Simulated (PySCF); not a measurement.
Choosing a molecule for a target property.

Each SMILES stands for a single optimised conformer of the isolated species, non-relativistic unless stated. Electronic properties by PySCF.

The conformers computed, where there is a choice (atom-mapped SMILES and torsion angles):
- `[CH2:1]=[CH:2][C:3]1=[CH:4][C:5]([CH3:6])=[C:7]([SiH3:8])[P@@H:9]1=[S:10]`: C1–C2–C3–C4 -177°
- `[CH:1]#[C:2][C:3](=[CH2:4])[SiH2:5][O:6][C:7]([CH3:8])=[S:9]`: C2–C3–Si5–O6 -20°, C3–Si5–O6–C7 176°, Si5–O6–C7–C8 179°
- `[CH2:1]=[CH:2][O:3][C:4]([CH3:5])=[O:6]`: C1–C2–O3–C4 180°, C2–O3–C4–C5 180°
- `[CH2:1]=[CH:2][P:3]([CH3:4])[c:5]1[cH:6][cH:7][cH:8][cH:9][cH:10]1`: C1–C2–P3–C4 -28°, C2–P3–C5–C6 -145°
- `[CH3:1][CH2:2][CH2:3][CH2:4][P@@H+:5]([CH3:6])[CH2:7][CH3:8]`: C1–C2–C3–C4 58°, C2–C3–C4–P5 52°, C3–C4–P5–C6 55°, C4–P5–C7–C8 178°
- `[O:1]=[c:2]1[cH:3][cH:4][s:5][cH:6][c:7]1[CH2:8][SiH3:9]`: C6–C7–C8–Si9 104°

(1) Wanted: HOMO–LUMO gap between 4.6 eV and 5.5 eV (PBE0/pcSseg-1) and smallest rotational constant below 0.7 GHz (GFN2-xTB), at GFN2-xTB geometries. Which candidate meets both?
A. `C#CC(=C)[SiH2]OC(C)=S`
B. `CCCC[P@@H+](C)CC`
C. `c1cccc(c1)P(C)C=C`
D. `C=CC1=CC(C)=C([SiH3])[P@@H]1=S`
E. `C=COC(C)=O`

(2) Wanted: HOMO energy below -6.74 eV (PBE0/pcSseg-1) and dipole moment above 2 D (PBE0/pcSseg-1), at GFN2-xTB geometries. Which candidate meets both?
A. `O=c1ccscc1C[SiH3]`
B. `C=COC(C)=O`
C. `C#CC(=C)[SiH2]OC(C)=S`
D. `C=CC1=CC(C)=C([SiH3])[P@@H]1=S`

Answers

(1) A. Computed values:
| species | HOMO–LUMO gap | smallest rotational constant |
| --- | --- | --- |
| C=CC1=CC(C)=C([SiH3])[P@@H]1=S | 4.08 eV | 0.475 GHz |
| C#CC(=C)[SiH2]OC(C)=S | 5.13 eV | 0.535 GHz |
| c1cccc(c1)P(C)C=C | 5.96 eV | 0.656 GHz |
| C=COC(C)=O | 7.10 eV | 1.839 GHz |
| CCCC[P@@H+](C)CC | 9.44 eV | 0.790 GHz |

(2) A. Computed values:
```csv
species,HOMO energy,dipole moment
C=COC(C)=O,-7.45 eV,1.80 D
O=c1ccscc1C[SiH3],-6.80 eV,3.30 D
C#CC(=C)[SiH2]OC(C)=S,-6.69 eV,2.18 D
C=CC1=CC(C)=C([SiH3])[P@@H]1=S,-6.53 eV,4.72 D
```
